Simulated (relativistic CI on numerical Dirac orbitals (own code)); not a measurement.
## Spin-allowed bands of a d3 ion in a tetrahedral site, by hand

Problem. Take Δ = 6800 cm⁻¹ and B = 750 cm⁻¹ for a d3 ion in a tetrahedral site. Calculate the three spin-allowed bands.

Working.
1. The terms of highest spin are 4F (energy 0) and 4P (15B = 11250 cm⁻¹). Here the F term splits into A2 at +1.2Δ = 8160, T2 at +0.2Δ = 1360 and T1 at −0.6Δ = -4080 cm⁻¹.
2. The two T1 states mix through the element 0.4Δ: H = [[-4080, 2720], [2720, 11250]], with roots ½(H₁₁ + H₂₂) ∓ ½√[(H₂₂ − H₁₁)² + 4H₁₂²] = ½(7170) ∓ ½(16267) = -4548 and 11718 cm⁻¹.
3. The ground term is 4T1 at -4548 cm⁻¹.
4. Bands: 4T2 5908 cm⁻¹ (1693 nm), 4A2 12708 cm⁻¹ (787 nm), 4T1(P) 16267 cm⁻¹ (615 nm).

Check. Exact diagonalisation of the whole d3 shell with these parameters gives 4T2 5908, 4A2 12708, 4T1 16267 cm⁻¹. The match is exact, since without spin-orbit coupling no other term has this spin. The ratio of the second band to the first, 2.151, depends on Δ/B = 9.1 alone, which is how a Tanabe-Sugano diagram is read.
